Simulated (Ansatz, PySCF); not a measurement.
Cl2H5NSi2, SMILES N([SiH2]Cl)[SiH2]Cl. Atoms are numbered in the order given.

```xyz
10

Si    -0.8072     1.3252     0.0551
Cl     0.3775     3.0267     0.1074
N      0.0000     0.0000    -0.7096
Si     0.8072    -1.3252     0.0551
Cl    -0.3775    -3.0267     0.1074
H     -2.0298     1.6860    -0.7081
H     -1.0961     0.9344     1.4580
H      0.0000     0.0000    -1.7271
H      2.0298    -1.6860    -0.7081
H      1.0961    -0.9344     1.4580
```

Geometry optimised at PBE0-D3(BJ)/def2-SVP. One conformer was computed; it need not be the lowest.

Vertical ionisation energy (IE) and electron affinity (EA) in eV. Rows of orbital energies are one-electron estimates. Where ΔSCF, EOM or ADC give a negative EA the extra electron is unbound and the value depends on the basis.

| level | IE | EA |
|---|---|---|
| −ε(HOMO), −ε(LUMO), CAM-B3LYP/def2-TZVP (PySCF) | 9.77 | -0.85 |
| −ε(HOMO), −ε(LUMO), PBE/def2-TZVP (PySCF) | 7.04 | 0.97 |
| ΔSCF, CAM-B3LYP/def2-SVPD (Ansatz), final states of multiplicity 2 and 2 | 10.51 | -1.21 |
| ΔSCF, PBE/def2-SVPD (Ansatz), final states of multiplicity 2 and 2 | [?] | [?] |

**Question.** Some entries are withheld; supply them. (Estimate from the structure and the level; the computed values follow.)

**Answer.** 
- ΔSCF, PBE/def2-SVPD (Ansatz, an electronic-structure program), final states of multiplicity 2 and 2, IE: 9.89
- ΔSCF, PBE/def2-SVPD (Ansatz), final states of multiplicity 2 and 2, EA: -0.84

**Question.** What vertical singlet–triplet gap does ΔSCF give with CAM-B3LYP/def2-SVPD (Ansatz) and with PBE/def2-SVPD (Ansatz)? (An estimate is asked for; the answer gives what the named calculation found.)

**Answer.** 6.76 and 6.06 eV (triplet above singlet where positive).
